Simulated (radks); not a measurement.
The numbers below are computed, except where a source is named.
Fractional charge and spin in the 5p shell of ytterbium: the spin-up occupation runs from 2 to 3 and the spin-down occupation from 2 to 3; the fullest corner is Yb2+, [Kr] 4d10 4f14 5s2 5p(up 3, down 3). Code: a radial shooting solver on a logarithmic mesh with Libxc functionals. Model: scalar-relativistic Kohn-Sham, PBE, spin-polarised, spherical densities, point nucleus. Energy (eV) above the fullest corner. The planes named below are the two flat planes that join the four corners, with an edge along up + down = one added electron.

| down \ up | 2 | 2.5 | 3 |
|---|---|---|---|
| 2 | 112.381 | 78.789 | 48.775 |
| 2.5 | 78.789 | 49.007 | 22.704 |
| 3 | 48.775 | 22.704 | 0.000 |

Corners above the fullest one (they belong to Yb3+ and the next ion): (up 3, down 2) 48.775 eV, (up 2, down 3) 48.775 eV, (up 2, down 2) 112.38 eV. With half an added electron in each spin the energy lies 0.232 eV from the planes, and with half an added electron in spin up alone -1.789 eV. The planes are only a guide here: the flat-plane condition holds for ground states with one frontier orbital, while this shell lies below other occupied shells, so the corners above the fullest one are inner-hole states and not the ground states of those ions.
